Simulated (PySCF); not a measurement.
1,1-elimination

Start structure (SiH₄SO₂, closed shell), relaxed at PBE0-D4/def2-TZVP:

```xyz
8
angstrom
Si -0.3889 0.0509 0.1669
S -0.5130 -0.7353 -1.8060
H -1.5602 -0.2468 1.0166
O -0.3720 1.6827 0.0757
O 0.9635 -0.6222 0.8051
H 0.1745 -1.8433 -1.4839
H 0.2420 2.0810 -0.5448
H 1.0733 -0.5606 1.7560
```

The step: SiH₄SO₂ ([OH][SiH]([OH])[SH]) → SiH₂O₂ ([OH][Si][OH]) + H₂S; bonds formed: S2–H3; bonds broken: Si1–S2, Si1–H3. Computed with PySCF 2.14 with density fitting (its default auxiliary sets; JK sets also for MP2 and CCSD(T)) (basis: def2-TZVPP and def2-QZVPP); correlated methods freeze the cores. Extrapolation: Hartree–Fock as exp(−7.88 √X), correlation as X^−2.97. Energies below are by CCSD(T) at an estimated basis limit (MP2 extrapolated from triple and quadruple zeta, plus CCSD(T) − MP2 in triple zeta).

Question: What are the electronic barrier and the energy of the step, from the start structure to the end structure? (Judge from chemistry; the value comes from the calculation.)

Answer: By the calculation: Barrier 288.8 kJ/mol; step energy 190.2 kJ/mol (uphill); reverse barrier, their difference, 98.6 kJ/mol. Barrier and step energy count from the start structure, the reverse barrier from the end structure.

The saddle point: One imaginary mode of 1000i cm⁻¹.
| pair | start (Å) | saddle (Å) | end (Å) |
| --- | --- | --- | --- |
| S2–H3 | 3.05 | 1.72 | 1.34 |
| Si1–S2 | 2.13 | 2.56 | 3.23 |
| Si1–H3 | 1.48 | 1.61 | 3.18 |

Zero-point energy (harmonic, PBE0-D4): ZPE is 124.2 kJ/mol at the start and 113.5 kJ/mol at the saddle, so the barrier goes from 288.8 to 278.0 kJ/mol.

First-order rate constant out of the start structure at 898 K by transition-state theory, with harmonic vibrational free energies alone and no tunnelling: ΔA‡ = 274.5 kJ/mol, so k = (kB T/h) exp(−ΔA‡/kB T) ≈ 10^-3 s⁻¹ (an order of magnitude at best: rotation, the number of equivalent paths and anharmonicity are left out).

T1 diagnostic: at most 0.015. The restricted Hartree–Fock reference is unstable towards an unrestricted one at one or more of these structures.

Losses and insertions of silylenes and their heavier kin drive the gas-phase chemistry of silicon and germanium vapour deposition.

Labels in which every atom is bracketed show which atoms are joined, not bond orders.

For scale, one of the runs: CCSD(T)/def2-TZVPP, 202 basis functions, launched by `OMP_NUM_THREADS=4 python run.py`. Hardware: 4 CPU threads of an Intel Xeon, shared host. Wall time 11 min; peak host memory 2.7 GiB.
